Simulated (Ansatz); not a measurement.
Basis-set extrapolation for C6H18AlP (`CC[P+]([AlH3-])(CC)CC`) (PBE0-D4/def2-TZVP geometry, frozen core, the Gaussian-basis code of Ansatz). Multiplicity 1, RHF reference.

```tsv
	def2-TZVPP	def2-QZVPP
HF	-820.460252	-820.488915
MP2 correlation	-1.326593	-1.411954
CCSD(T) correlation	-1.488456	not run
```

Energies in hartree. Use E(X) = E(∞) + A·exp(−7.88·√X) for Hartree–Fock and E(X) = E(∞) + B·X^(−2.97) for correlation, with X = 3 and 4, and add CCSD(T) minus MP2 of the smaller set to the MP2 limit.

What is the CCSD(T) energy at the basis-set limit?

HF limit: -820.488915 + (-0.028663) × 0.13774 = -820.49286. MP2 limit: -1.411954 + (-0.085361) × 0.74074 = -1.47518. Higher-order term: -1.488456 − (-1.326593) = -0.16186. Total: -822.12990 hartree, 4.93 eV below CCSD(T)/def2-TZVPP.
